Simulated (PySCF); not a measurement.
# P (phosphorus, neutral) across methods

[Ne] 3s2 3p2 3d1, one real determinant (an excited configuration). Computed with PySCF 2.14 in aug-cc-pV(T+d)Z with one added diffuse shell each of s, p, d, f type (7s6p5d3f, 71 functions), with no relativity, point nucleus.

| method | E (hartree) | mean ε 3s β (eV) | mean ε 3p α (eV) | mean ε 3d α (eV) | Σ⟨r²⟩ (bohr²) | ⟨S²⟩ |
| --- | --- | --- | --- | --- | --- | --- |
| BHandHLYP | -340.9690 | -19.294 | -12.488 | -1.181 | 66.25 | 3.754 |
| BP86 | -341.0009 | -16.668 | -9.842 | -0.864 | 61.92 | 3.752 |
| r2SCAN | -340.9294 | -16.714 | -10.351 | -0.673 | 63.46 | 3.755 |
| PBE0 | -340.8347 | -17.828 | -11.263 | -1.057 | 63.55 | 3.753 |
| LDA | -339.6929 | -16.544 | -9.666 | -0.677 | 60.21 | 3.751 |
| TPSSh | -340.9786 | -17.040 | -10.637 | -0.814 | 63.87 | 3.753 |
| UHF | -340.41006 | -20.766 | -15.171 | -1.584 | 71.59 | 3.760 |
| PW91 | -340.9533 | -16.467 | -9.807 | -0.752 | 61.34 | 3.752 |
| PBE | -340.8096 | -16.445 | -9.791 | -0.752 | 61.83 | 3.752 |

⟨L²⟩ = 7.98 against 12 for a pure F term, so this real determinant mixes terms. The outer electron is Rydberg-like, and this basis confines it to a smaller radius and binds it less than a complete one would.
